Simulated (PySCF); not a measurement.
CBr3, SMILES Br[C+](Br)Br, charge +1. Geometry optimised at B3LYP-D3(BJ)/def2-SVP.

Calculation: B3LYP-D3(BJ)/def2-SVP in PySCF.

Harmonic wavenumbers (cm⁻¹): 182, 182, 320, 434, 881, 881. Rotational constants (GHz): 1.271, 1.271, 0.6353; symmetry number 6.

Question: Work out the zero-point energy and the ideal-gas rigid-rotor harmonic-oscillator thermochemistry at 298.15 K and 1 atm.

Answer: ZPE = ½ Σ hcν = ½ × 2880 cm⁻¹ = 4.12 kcal/mol. H − E(el) = 7.72 kcal/mol. Entropy in cal/(mol K): translation 42.47, rotation 26.57, vibration 7.07, total 76.10. G − E(el) = -14.97 kcal/mol. Cp = 15.76 cal/(mol K).
